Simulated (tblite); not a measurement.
Start geometry of `[H]/N=C\CC(=O)[Si@@H](N)[SiH3]` from a force field or distance geometry (Å):
```
atom  x, y, z in Å
N1     2.9915    0.9546    0.3051
C2     2.5306   -0.1462   -0.1931
C3     1.3700   -0.2287   -1.1084
C4     0.2257   -0.9941   -0.5149
O5     0.3120   -2.1691   -0.1286
Si6   -1.4620   -0.1648   -0.2793
N7    -2.7196   -1.2886    0.0146
Si8   -1.1483    1.3959    1.4331
H9     2.4604    1.7706   -0.0186
H10    3.0223   -1.1012    0.0962
H11    1.0432    0.7804   -1.4017
H12    1.6718   -0.7509   -2.0197
H13   -1.8450    0.5367   -1.5189
H14   -2.8275   -1.8814   -0.8087
H15   -2.4090   -1.9290    0.7468
H16   -0.8162    0.7135    2.7196
H17   -0.0320    2.2942    1.0417
H18   -2.3765    2.2144    1.6230
```

Task: What comes out of this run: GFN2-xTB geometry optimisation, gas phase (tblite 0.8.0)?

Result: 
```
atom  x, y, z in Å
N1     2.571    1.015    0.434
C2     2.352   -0.082   -0.130
C3     1.434   -0.361   -1.284
C4     0.225   -1.081   -0.705
O5     0.274   -2.256   -0.420
Si6   -1.336   -0.035   -0.321
N7    -2.529   -1.259   -0.174
Si8   -0.981    1.318    1.527
H9     2.083    1.817    0.037
H10    2.857   -0.952    0.279
H11    1.124    0.564   -1.772
H12    1.938   -1.021   -1.991
H13   -1.614    0.698   -1.572
H14   -2.224   -2.213   -0.058
H15   -3.415   -1.102    0.276
H16   -0.143    0.704    2.559
H17   -0.360    2.591    1.151
H18   -2.265    1.659    2.153
```

The energy falls by 35.8 kJ/mol over 155 L-BFGS steps, the largest force on an atom goes from 2.52 to 0.010 eV/Å, and the atoms move by 0.550 Å rms after alignment. The bond that changes most is N1=C2 (imine nitrogen to imine carbon), which shortens by 0.041 Å. Bonds longer at the end by more than 0.005 Å: 3 of 17; shorter: 11. Among the angles that change most is Si6–N7–H15, from 108.1° to 122.6°. Among the dihedrals that turn most is C4–Si6–N7–H15, from 49° to 162°. Rotational constants go from 1738, 972.5, 696.4 to 1599, 1140, 748.8 MHz. The orientation of the end geometry is arbitrary; only internal coordinates are fixed.

Its lowest GFN2-xTB frequency is 13 cm⁻¹, too small to tell a flat minimum from a shallow saddle. One conformer, not necessarily the lowest. 3 starts were optimised and ended at 0.00, 1.10 and 1.59 kcal/mol (GFN2-xTB); the lowest of these is shown.

All values are computed, not measured.
